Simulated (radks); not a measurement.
Species: V I. Configuration: [Ar] 3d3 4s2 (the NIST ground configuration). Method: scalar-relativistic Kohn-Sham, LB94 model potential, spin-polarised, spherical densities, finite nucleus; open shells are filled with parallel spins first; Fermi nuclear charge, rms radius 3.6002 fm; computed with a radial shooting solver on a logarithmic mesh with Libxc functionals. Some entries of the table are withheld. Estimate them.

orbital  occ.  eigenvalue (hartree)  <1/r> (bohr^-1)  r(max) (bohr)
1s down     1             -199.4799            22.88        0.04349
1s up       1             -199.4795            22.88        0.04349
2s down     1             -22.85097            4.799         0.2558
2s up       1             -22.83445            4.798         0.2557
2p down     3             -19.20511            4.724         0.2077
2p up       3             -19.19194            4.723         0.2076
3s up       1                   (1)            1.478         0.8199
3s down     1                   (2)            1.475         0.8209
3p up       3              -1.83752              (3)            (4)
3p down     3              -1.77273              (5)            (6)
3d up       3              -0.41543            1.007         0.8859
3d down     0              -0.35757            1.006         0.8887
4s up       1              -0.31773           0.4262          2.576
4s down     1              -0.26912           0.4030          2.662

Answer. 
(1) 3s up eigenvalue (hartree): -2.78635
(2) 3s down eigenvalue (hartree): -2.71862
(3) 3p up <1/r> (bohr^-1): 1.351
(4) 3p up r(max) (bohr): 0.8453
(5) 3p down <1/r> (bohr^-1): 1.348
(6) 3p down r(max) (bohr): 0.8470
